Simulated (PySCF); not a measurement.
Br2Zn, triplet, at a GFN2-xTB geometry (such geometries of metal compounds can be far from the true shape) (a higher spin typed on purpose: for a closed-shell molecule this is an excited state), with bond 2-1 at 2.0 times its length; B3LYP/def2-SV(P) in PySCF.

The PySCF input:
```python
from pyscf import gto, scf, dft

mol = gto.M(
    atom='''
Zn   -0.651039   -0.875468   -1.103036
Br    0.943635    4.112234    0.231761
Br    0.411736   -0.867982    1.381096
''',
    basis='def2-sv(p)',
    charge=0,
    spin=2,
    verbose=4,
)

mf = dft.UKS(mol)
mf.xc = 'b3lyp'
mf.DIIS = scf.EDIIS
mf.kernel()
mf.analyze()
```

What the program printed (banner, timings and long lists left out):

```
PySCF version 2.14.0

[INPUT] verbose = 4
[INPUT] num. atoms = 3
[INPUT] num. electrons = 100
[INPUT] charge = 0
[INPUT] spin (= nelec alpha-beta = 2S) = 2
[INPUT] symmetry False subgroup None
[INPUT] Mole.unit = angstrom
[INPUT] Symbol           X                Y                Z      unit          X                Y                Z       unit  Magmom
[...]
nuclear repulsion = 434.614069316118
number of shells = 34
number of NR pGTOs = 214
number of NR cGTOs = 88
basis = def2-sv(p)
ecp = {}

******** <class 'pyscf.dft.uks.UKS'> ********
method = UKS
initial guess = minao
damping factor = 0
level_shift factor = 0
DIIS = <class 'pyscf.scf.diis.EDIIS'>
diis_start_cycle = 1
diis_space = 8
diis_damp = 0
SCF conv_tol = 1e-09
SCF conv_tol_grad = None
SCF max_cycles = 50
direct_scf = True
direct_scf_tol = 1e-13
number electrons alpha = 51  beta = 49
XC library pyscf.dft.libxc version 7.1.2
    S. Lehtola, C. Steigemann, M. J. T. Oliveira, and M. A. L. Marques,  SoftwareX 7, 1–5 (2018)
XC functionals = b3lyp
    P. J. Stephens, F. J. Devlin, C. F. Chabalowski, and M. J. Frisch,  J. Phys. Chem. 98, 11623 (1994)
radial grids:
    Treutler-Ahlrichs [JCP 102, 346 (1995); DOI:10.1063/1.469408] (M4) radial grids

becke partition: Becke, JCP 88, 2547 (1988); DOI:10.1063/1.454033
pruning grids: <function nwchem_prune>
grids dens level: 3
symmetrized grids: False
atomic radii adjust function: <function treutler_atomic_radii_adjust>
small_rho_cutoff = 0
Set gradient conv threshold to 3.16228e-05
tot grids = 61488
init E= -6924.25694503165

cycle= 1 E= -6926.83925577912  delta_E= -2.58  |g|= 0.255  |ddm|= 1.33
cycle= 2 E= -6926.45425419664  delta_E= 0.385  |g|= 0.649  |ddm|= 1.55

cycle= 3 E= -6926.49608526144  delta_E= -0.0418  |g|= 0.47  |ddm|= 1.85

cycle= 4 E= -6926.78005879004  delta_E= -0.284  |g|= 0.443  |ddm|= 1.62

cycle= 5 E= -6926.7800587894  delta_E= 6.44e-10  |g|= 0.443  |ddm|= 3.96e-07

cycle= 6 E= -6926.78005878988  delta_E= -4.87e-10  |g|= 0.443  |ddm|= 3.08e-07

cycle= 7 E= -6926.78005879027  delta_E= -3.89e-10  |g|= 0.443  |ddm|= 2.24e-07

cycle= 8 E= -6926.78005878995  delta_E= 3.26e-10  |g|= 0.443  |ddm|= 1.93e-07

cycle= 9 E= -6926.7800587899  delta_E= 4.46e-11  |g|= 0.443  |ddm|= 1.92e-08

cycle= 10 E= -6926.78005879056  delta_E= -6.55e-10  |g|= 0.443  |ddm|= 4.04e-07
cycle= 11 E= -6926.29059322199  delta_E= 0.489  |g|= 0.806  |ddm|= 1.74
cycle= 12 E= -6926.43005227858  delta_E= -0.139  |g|= 0.616  |ddm|= 2.06

cycle= 13 E= -6926.73316016801  delta_E= -0.303  |g|= 0.571  |ddm|= 1.69

cycle= 14 E= -6926.7331601708  delta_E= -2.78e-09  |g|= 0.571  |ddm|= 4.51e-08

cycle= 15 E= -6926.73316016762  delta_E= 3.18e-09  |g|= 0.571  |ddm|= 5.14e-08

cycle= 16 E= -6926.73316014613  delta_E= 2.15e-08  |g|= 0.571  |ddm|= 3.48e-07

cycle= 17 E= -6926.73316016763  delta_E= -2.15e-08  |g|= 0.571  |ddm|= 3.48e-07

cycle= 18 E= -6926.73316014745  delta_E= 2.02e-08  |g|= 0.571  |ddm|= 3.27e-07

cycle= 19 E= -6926.73316016737  delta_E= -1.99e-08  |g|= 0.571  |ddm|= 3.22e-07
cycle= 20 E= -6925.92630134509  delta_E= 0.807  |g|= 1.01  |ddm|= 2.16
cycle= 21 E= -6926.41944900386  delta_E= -0.493  |g|= 0.641  |ddm|=  2.2

cycle= 22 E= -6925.62917584852  delta_E= 0.79  |g|= 1.42  |ddm|= 2.02
cycle= 23 E= -6926.46840479997  delta_E= -0.839  |g|= 0.62  |ddm|= 2.14
cycle= 24 E= -6926.46840476231  delta_E= 3.77e-08  |g|= 0.62  |ddm|= 1.45e-07
cycle= 25 E= -6926.4684048053  delta_E= -4.3e-08  |g|= 0.62  |ddm|= 1.78e-07
cycle= 26 E= -6926.46840480015  delta_E= 5.16e-09  |g|= 0.62  |ddm|= 3.7e-08
cycle= 27 E= -6926.46840478713  delta_E= 1.3e-08  |g|= 0.62  |ddm|= 1.3e-07
cycle= 28 E= -6926.46840493462  delta_E= -1.47e-07  |g|= 0.62  |ddm|= 9.11e-07
cycle= 29 E= -6925.38087208519  delta_E= 1.09  |g|= 1.39  |ddm|= 2.12
cycle= 30 E= -6926.42360693095  delta_E= -1.04  |g|= 0.647  |ddm|= 2.26

cycle= 31 E= -6923.76887539585  delta_E= 2.65  |g|= 2.58  |ddm|= 2.31
cycle= 32 E= -6926.1347195446  delta_E= -2.37  |g|= 1.19  |ddm|= 2.74
[...]
SCF not converged.
Total Energy =                       -6873.192487093115233
[...]
[...]
To work with the spin densities directly, `use mulliken_meta_spin()` only printing them here.

 ** Mulliken spin pop alpha/beta on meta-lowdin orthogonal AOs **
 ** Mulliken Spin Density (per AO)  **
spin_pop of  0 Zn 1s        0.00000
spin_pop of  0 Zn 2s        0.00000
spin_pop of  0 Zn 3s        0.00000
spin_pop of  0 Zn 4s        0.00005
spin_pop of  0 Zn 5s        0.00008
spin_pop of  0 Zn 2px       0.00000
spin_pop of  0 Zn 2py       0.00000
spin_pop of  0 Zn 2pz       0.00000
spin_pop of  0 Zn 3px       0.00001
spin_pop of  0 Zn 3py       0.00001
spin_pop of  0 Zn 3pz       0.00000
spin_pop of  0 Zn 4px       0.00509
spin_pop of  0 Zn 4py       0.00541
spin_pop of  0 Zn 4pz       0.00153
spin_pop of  0 Zn 3dxy      0.02489
spin_pop of  0 Zn 3dyz      0.04098
spin_pop of  0 Zn 3dz^2     0.01548
spin_pop of  0 Zn 3dxz      0.01873
spin_pop of  0 Zn 3dx2-y2    0.02057
spin_pop of  0 Zn 4dxy      0.37499
spin_pop of  0 Zn 4dyz      0.61485
spin_pop of  0 Zn 4dz^2     0.23223
spin_pop of  0 Zn 4dxz      0.28092
spin_pop of  0 Zn 4dx2-y2    0.30992
spin_pop of  1 Br 1s        0.00000
spin_pop of  1 Br 2s       -0.00000
spin_pop of  1 Br 3s        0.00022
spin_pop of  1 Br 4s       -0.00023
spin_pop of  1 Br 5s        0.00000
spin_pop of  1 Br 2px      -0.00000
spin_pop of  1 Br 2py      -0.00000
spin_pop of  1 Br 2pz      -0.00000
spin_pop of  1 Br 3px      -0.00002
spin_pop of  1 Br 3py      -0.00002
spin_pop of  1 Br 3pz      -0.00003
spin_pop of  1 Br 4px       0.00002
spin_pop of  1 Br 4py       0.00002
spin_pop of  1 Br 4pz       0.00003
spin_pop of  1 Br 5px       0.00000
spin_pop of  1 Br 5py       0.00000
spin_pop of  1 Br 5pz       0.00001
spin_pop of  1 Br 3dxy     -0.00013
spin_pop of  1 Br 3dyz     -0.00017
spin_pop of  1 Br 3dz^2    -0.00017
spin_pop of  1 Br 3dxz     -0.00014
spin_pop of  1 Br 3dx2-y2   -0.00013
spin_pop of  1 Br 4dxy      0.00012
spin_pop of  1 Br 4dyz      0.00017
spin_pop of  1 Br 4dz^2     0.00017
spin_pop of  1 Br 4dxz      0.00013
spin_pop of  1 Br 4dx2-y2    0.00012
spin_pop of  1 Br 5dxy      0.00001
spin_pop of  1 Br 5dyz      0.00000
spin_pop of  1 Br 5dz^2     0.00000
spin_pop of  1 Br 5dxz      0.00001
spin_pop of  1 Br 5dx2-y2    0.00001
spin_pop of  2 Br 1s        0.00000
spin_pop of  2 Br 2s        0.00000
spin_pop of  2 Br 3s        0.00205
spin_pop of  2 Br 4s        0.01217
spin_pop of  2 Br 5s       -0.00008
spin_pop of  2 Br 2px      -0.00000
spin_pop of  2 Br 2py      -0.00000
spin_pop of  2 Br 2pz      -0.00000
spin_pop of  2 Br 3px      -0.00000
spin_pop of  2 Br 3py      -0.00000
spin_pop of  2 Br 3pz      -0.00000
spin_pop of  2 Br 4px       0.00968
spin_pop of  2 Br 4py       0.01108
spin_pop of  2 Br 4pz       0.00648
spin_pop of  2 Br 5px       0.00242
spin_pop of  2 Br 5py       0.00324
spin_pop of  2 Br 5pz       0.00014
spin_pop of  2 Br 3dxy     -0.00001
spin_pop of  2 Br 3dyz     -0.00001
spin_pop of  2 Br 3dz^2    -0.00001
spin_pop of  2 Br 3dxz     -0.00001
spin_pop of  2 Br 3dx2-y2   -0.00001
spin_pop of  2 Br 4dxy      0.00050
spin_pop of  2 Br 4dyz      0.00275
spin_pop of  2 Br 4dz^2     0.00164
spin_pop of  2 Br 4dxz      0.00150
spin_pop of  2 Br 4dx2-y2    0.00052
spin_pop of  2 Br 5dxy      0.00002
spin_pop of  2 Br 5dyz      0.00011
spin_pop of  2 Br 5dz^2     0.00003
spin_pop of  2 Br 5dxz      0.00004
spin_pop of  2 Br 5dx2-y2    0.00001
 ** Mulliken Spin Density (per atom)  **
spin density of  0 Zn =      1.94577
spin density of  1 Br =     -0.00000
spin density of  2 Br =      0.05424
 ** Mulliken pop alpha/beta on meta-lowdin orthogonal AOs **
 ** Mulliken pop       alpha | beta **
In total            51.00000 | 49.00000
 ** Mulliken atomic charges   ( Nelec_alpha | Nelec_beta ) **
charge of  0Zn =    -12.87780  (    22.41178     20.46602 )
charge of  1Br =      6.99990  (    14.00005     14.00005 )
charge of  2Br =      5.87790  (    14.58817     14.53393 )
Dipole moment(X, Y, Z, Debye): 87.90234, 168.87565, 124.56637
```

Convergence was not reached.
